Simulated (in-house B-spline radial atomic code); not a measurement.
Ionising Ti+ with different functionals

Computed with a radial B-spline atomic code at the basis-set limit: non-relativistic Hamiltonian, point nucleus, spin-polarised at highest spin, spherical fractional occupations for the functionals, the average over the highest-spin determinants for Hartree-Fock. The ionisation energy is the difference of two self-consistent energies, [Ar] 3d2 4s1 → [Ar] 3d2, without Breit or QED terms; ε is the level of the shell that loses the electron (its least bound occupied spin orbital).

Hybrids are left out here: with spherical fractional occupations of an open shell their exact exchange keeps a self-interaction that integer-occupation calculations don't have.

```tsv
method	rung	ΔSCF (eV)	-ε(4s) (eV)
Hartree-Fock	Hartree-Fock	12.88	12.97
LDA VWN5	LDA	14.15	11.04
LDA PW92	LDA	14.15	11.04
LDA exchange-only	LDA	13.58	10.49
PBE	GGA	13.96	10.85
PBEsol	GGA	13.92	10.89
BLYP	GGA	13.95	10.73
RPBE	GGA	13.84	10.78
PW91	GGA	14.02	10.93
BP86	GGA	14.05	11.03
AM05	GGA	13.90	10.88
OLYP	GGA	13.56	10.54
TPSS	meta-GGA	13.68	10.78
SCAN	meta-GGA	13.91	11.12
r2SCAN	meta-GGA	13.81	11.07
M06-L	meta-GGA	13.12	10.69
revTPSS	meta-GGA	13.64	10.78
```

(1) Among the functionals, which spreads more, the ΔSCF values or the orbital energies?

(2) How do they compare with the NIST value?

## Answers

(1) The ΔSCF values: ΔSCF values span about 1.03 eV and the orbital energies 0.63 eV.

(2) NIST lists 13.575 eV ± 0.0025 (measured, ground level to ground level). Errors run from -0.70 to +0.58 eV; OLYP is closest (-0.01 eV), but part of that can be cancellation, since the calculations leave out relativity, Breit-QED terms, multiplet and fine-structure energies. Hartree-Fock also lacks correlation.
